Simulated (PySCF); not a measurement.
# Radial density of Ag⁺ (silver, charge +1)

wB97X-V, [Kr] 4d10, closed-shell 1S. All numbers are calculated (PySCF 2.14, scalar relativity by spin-free X2C-1e, in x2c-TZVPPall (8s6p6d2f1g, 79 functions)).

```tsv
r (bohr)	4πr²ρ (e/bohr)
0.0323	54.83
0.0543	54.99
0.0914	75.82
0.154	55.96
0.259	59.34
0.435	35.98
0.732	17.54
1.23	13.24
2.07	2.608
3.48	0.1880
5.86	0.001244
```

Densities and radii are taken from the X2C orbitals without a picture-change correction, which distorts them close to the nucleus.
